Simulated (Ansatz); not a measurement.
Species: trichloro(ethoxy)germane, C$_{2}$H$_{5}$Cl$_{3}$GeO, charge 0, multiplicity 1. SMILES: [Cl][Ge]([O]CC)([Cl])[Cl]
Geometry from a B3LYP-D3(BJ)/def2-TZVP (Ansatz, a quantum-chemistry and plane-wave program) optimisation:
```
O
C 1 1.4409
H 2 1.0939 1 109.53
H 2 1.0939 3 108.23 1 -119.35
C 2 1.5119 3 110.83 4 -121.73
H 5 1.0903 2 110.58 3 -59.77
H 5 1.0903 6 108.55 2 121.47
H 5 1.0919 6 108.59 7 117.88
Ge 1 1.7503 2 120.27 3 -59.27
Cl 9 2.1272 1 106.76 2 180.00
Cl 9 2.1460 1 110.71 2 -59.87
Cl 9 2.1460 1 110.71 2 59.87
```
Charge 0, spin multiplicity 1.

Property: atomisation energy (electronic, to ground-state atoms), in kJ/mol. Correlated levels leave the core frozen unless marked. Open shells are spin-unrestricted. No spin-orbit coupling. Frozen are the shells of the preceding noble gas and the d and f shells that filled before the atom's block. Non-relativistic. The coupled-cluster limit lacks core correlation, which all-electron functionals hold. Basis-set limits of correlation are two-point, X^-3; Hartree-Fock from the larger set.

| level | program | atomisation energy (kJ/mol) |
|---|---|---|
| HF/STO-3G | Ansatz | 3868.9 |
| HF/6-31G | Ansatz | 2752.1 |
| revPBE-D3(BJ)/def2-TZVPD | Ansatz + dftd3 | 4272.9 |
| revPBE-D4/def2-TZVPD | Ansatz + dftd4 | 4290.6 |
| B3LYP-D4/def2-TZVPD | Ansatz + dftd4 | 4276.8 |
| HSE06/def2-TZVPD | Ansatz | 4306.6 |
| B2GP-PLYP/def2-TZVPD | Ansatz | 4247.1 |

Question: Predict the CCSD(T)/CBS(def2-TZVPP,def2-QZVPP) result (Ansatz).

Answer: 4337.8 kJ/mol, so B2GP-PLYP/def2-TZVPD differs from it by -90.7 kJ/mol.
